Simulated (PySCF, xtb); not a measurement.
Sn(F)(Cl)(Me)2 (C2H6ClFSn), SMILES [CH3][Sn]([CH3])([F])[Cl].

GFN2-xTB in xtb at its own geometry gives an orbital gap of 3.56 eV and a dipole moment of 5.43 D.

The structure is a stationary point at B3LYP-D3(BJ)/def2-SVP. The structure was generated by enumeration; whether it is a known compound was not checked. The def2 effective core potentials stand for the cores of Sn; spin–orbit coupling is left out.

Task: What does B3LYP/def2-TZVP (PySCF) give? (Estimate from the structure and the level; the computed values follow.)

Result: gap 6.91 eV (levels -8.17 and -1.26 eV), dipole 4.21 D.
